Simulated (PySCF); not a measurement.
Ag⁺: ionisation energy

Ag⁺ [Kr] 4d10 (1S) → Ag²⁺ [Kr] 4d9 (2D), as a difference of total energies. All numbers are calculated (PySCF 2.14, a scalar-relativistic core potential, in def2-TZVP with the def2 core potential (28 electrons) (6s4p3d1f, 40 functions)). Correlated levels: valence: 4s2 4p6 frozen. The calculations carry no spin-orbit coupling.

Q: Order these methods by the ionisation energy they give, lowest first.
A. UHF
B. PBE
C. MP2 (valence)
D. SCS-MP2 (valence)

A: A (19.797 eV), D (21.143 eV), C (21.306 eV), B (21.819 eV).

The reference lies between the lowest fine-structure levels, while these numbers refer to the centres of the terms.

Errors of the correlated levels include the incompleteness of this basis and the frozen core.

For comparison: 21.484 eV (measured; NIST Atomic Spectra Database, ionization energies).
